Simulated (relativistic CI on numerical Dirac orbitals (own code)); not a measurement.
# Inner-shell lines of Lu LXVII

These numbers are calculated, not measured: Dirac-Coulomb-Breit CI, separate exchange-only KLI orbitals for each configuration, model QED, unscaled Slater integrals (own radial code, finite nucleus).

Configuration list: 1s²2s²2p, 1s2s²2p², 1s2s²2p3p, 1s²2s2p², 1s2s2p³, 1s2s2p²3p. Levels of other configurations are missing.

The table holds the strongest lines. The upper levels have an inner-shell vacancy. Auger decay, open to those above the ionisation limit, is not computed, and radiative decays to configurations outside the model are missing too. Absolute energies can be off by a few tenths of a per cent, so close lines can change order. LS names give the leading component, which can be well under half, for lower levels too. Brackets number the levels in order of energy.

| E (eV) | Upper | Lower | A (s⁻¹) | gA (s⁻¹) |
| --- | --- | --- | --- | --- |
| 53605.3 | 1s2s2p³ ⁴P°5/2 [16] | 1s²2s2p² ²D5/2 [5] | 6.40e+15 | 3.84e+16 |
| 53645.6 | 1s2s2p³ ⁴P°5/2 [16] | 1s²2s2p² ⁴P3/2 [4] | 7.77e+15 | 4.66e+16 |
| 53651.7 | 1s2s2p³ ⁴D°7/2 [24] | 1s²2s2p² ⁴P5/2 [8] | 9.76e+15 | 7.81e+16 |
| 53665.2 | 1s2s2p³ ⁴P°3/2 [28] | 1s²2s2p² ²S1/2 [9] | 9.83e+15 | 3.93e+16 |
| 53674.0 | 1s2s²2p² ²D5/2 [13] | 1s²2s²2p ²P°3/2 [3] | 1.01e+16 | 6.03e+16 |
| 54842.1 | 1s2s2p³ ⁴D°7/2 [24] | 1s²2s2p² ²D5/2 [5] | 5.20e+15 | 4.16e+16 |
| 54862.8 | 1s2s2p³ ²P°3/2 [17] | 1s²2s2p² ⁴P1/2 [2] | 1.51e+16 | 6.04e+16 |
| 54913.8 | 1s2s2p³ ²P°1/2 [18] | 1s²2s2p² ⁴P1/2 [2] | 1.80e+16 | 3.59e+16 |
| 54920.1 | 1s2s²2p² ²P1/2 [14] | 1s²2s²2p ²P°1/2 [1] | 1.92e+16 | 3.85e+16 |
| 54920.2 | 1s2s2p³ ²D°3/2 [30] | 1s²2s2p² ²D3/2 [7] | 1.87e+16 | 7.49e+16 |
| 54937.1 | 1s2s2p³ ²D°5/2 [26] | 1s²2s2p² ²D5/2 [5] | 1.88e+16 | 1.13e+17 |
| 54941.7 | 1s2s2p³ ⁴S°3/2 [25] | 1s²2s2p² ⁴P3/2 [4] | 2.23e+16 | 8.94e+16 |
| 54954.7 | 1s2s2p³ ⁴P°5/2 [34] | 1s²2s2p² ⁴P5/2 [8] | 1.39e+16 | 8.35e+16 |
| 54955.2 | 1s2s²2p² ²D3/2 [15] | 1s²2s²2p ²P°1/2 [1] | 1.69e+16 | 6.75e+16 |
| 54960.1 | 1s2s2p³ ⁴P°3/2 [28] | 1s²2s2p² ²D5/2 [5] | 1.08e+16 | 4.33e+16 |
| 54975.8 | 1s2s2p³ ²D°5/2 [32] | 1s²2s2p² ²D3/2 [7] | 6.37e+15 | 3.82e+16 |
| 54978.7 | 1s2s2p³ ²P°1/2 [36] | 1s²2s2p² ²P3/2 [10] | 2.48e+16 | 4.97e+16 |
| 54993.5 | 1s2s²2p² ²P3/2 [21] | 1s²2s²2p ²P°3/2 [3] | 2.82e+16 | 1.13e+17 |
| 55031.3 | 1s2s2p³ ²P°3/2 [35] | 1s²2s2p² ⁴P5/2 [8] | 2.05e+16 | 8.20e+16 |
| 55035.7 | 1s2s2p³ ²P°3/2 [37] | 1s²2s2p² ²P3/2 [10] | 1.36e+16 | 5.42e+16 |
